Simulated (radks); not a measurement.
Results of a calculation; reference values are marked as such.
These are the eigenvalues of the occupied orbitals of an atom or ion with whole-number occupations (eV). Code: a radial shooting solver on a logarithmic mesh with Libxc functionals. Model: scalar-relativistic Kohn-Sham, PBE, spin-unpolarised, spherical densities, point nucleus.

orbital  eigenvalue
1s        -14760.52

Which element is it, and in what charge state? The configuration may be excited.

Answer. Z = 33, arsenic, charge +32: As32+ in 1s1. The 1s level, -542.44 hartree, gives Z - s = 32.9 by -(Z - s)^2/2, which with screening and relativity narrows Z to a few neighbours, and the depths must fix Z and the occupations together.
